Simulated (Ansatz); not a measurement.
Input file for C2H5InOSi:

```yaml
crystal:
  periodic: [false, false, false]
  atoms:
    - {symbol: C, position_ang: [-2.054825, -1.438556, -0.233627]}
    - {symbol: In, position_ang: [-1.413796, 0.698839, -0.395945]}
    - {symbol: Si, position_ang: [1.611074, 0.268873, 0.345738]}
    - {symbol: C, position_ang: [1.884663, 2.002831, -0.320207]}
    - {symbol: O, position_ang: [1.977888, 2.989598, -0.863392]}
    - {symbol: H, position_ang: [-1.547974, -2.062733, -0.975708]}
    - {symbol: H, position_ang: [-3.133736, -1.515610, -0.398924]}
    - {symbol: H, position_ang: [-1.832308, -1.846833, 0.757194]}
    - {symbol: H, position_ang: [1.400694, 0.858309, 1.717956]}
    - {symbol: H, position_ang: [3.108310, 0.045283, 0.366916]}
basis:
  gaussian: {orbitals: def2-SVP}
correlation: {method: ccsd_t}
```

```sh
$ ansatz run in.yaml --threads 4 --pin off --events-out ev --progress --plain --max-ram 10444MiB
```

Log, shortened:

```
Functional definition: HF
1186 factors; integrals over basis functions are off by at most 1.2e-3 eV
mean field evaluation 1: about -17176.0944 eV, gradient 3.8e1 eV
mean field evaluation 2: about -17176.1663 eV, gradient 3.8e1 eV
mean field evaluation 4: about -17180.2238 eV, gradient 4.9e0 eV
mean field evaluation 8: about -17180.3325 eV, gradient 4.1e-1 eV
mean field evaluation 16: about -17180.1488 eV, gradient 4.9e0 eV
mean field -17180.33492150 eV, -631.3656631158 hartree, gradient 7.7e-6 eV, S^2 0.000000; 1 other end points of the search recorded, 0 dependent functions left out
12 core orbitals not correlated: weight in the atoms' cores, before any rotation towards them, 1.000 or more for the frozen orbitals, at most 0.000 for the correlated occupied ones
reference -17180.33492150 eV, -631.3656631158 hartree; 18, 18 occupied and 81, 81 virtual orbitals, 1186 factors
second order -17.02659178 eV of doubles, -0.00000000 eV of singles
cycle   1  -17.56492540 eV  change   -5.4e-1 eV  update   1.4e-1
cycle   2  -18.22017175 eV  change   -6.6e-1 eV  update   4.7e-2
cycle   3  -18.40774526 eV  change   -1.9e-1 eV  update   2.5e-2
cycle   4  -18.40213220 eV  change    5.6e-3 eV  update   6.6e-3
cycle   5  -18.40148591 eV  change    6.5e-4 eV  update   3.4e-3
cycle   6  -18.40210412 eV  change   -6.2e-4 eV  update   1.6e-3
cycle   7  -18.40131703 eV  change    7.9e-4 eV  update   7.4e-4
cycle   8  -18.40114670 eV  change    1.7e-4 eV  update   3.4e-4
cycle   9  -18.40122584 eV  change   -7.9e-5 eV  update   1.6e-4
cycle  10  -18.40128111 eV  change   -5.5e-5 eV  update   6.2e-5
cycle  11  -18.40124576 eV  change    3.5e-5 eV  update   3.6e-5
perturbative correction -0.70404180 eV, -0.0258730588 hartree
Total energy: -17199.44020906 eV, -632.0677694835 hartree
```

Hardware: 4 threads of an Intel Xeon on a shared host. Wall time 6.5 s, peak host memory 0.6 GiB.

MP2 recovers 89.1 % of the CCSD(T) correlation energy and the triples give 3.7 %; T1 = 0.0156.
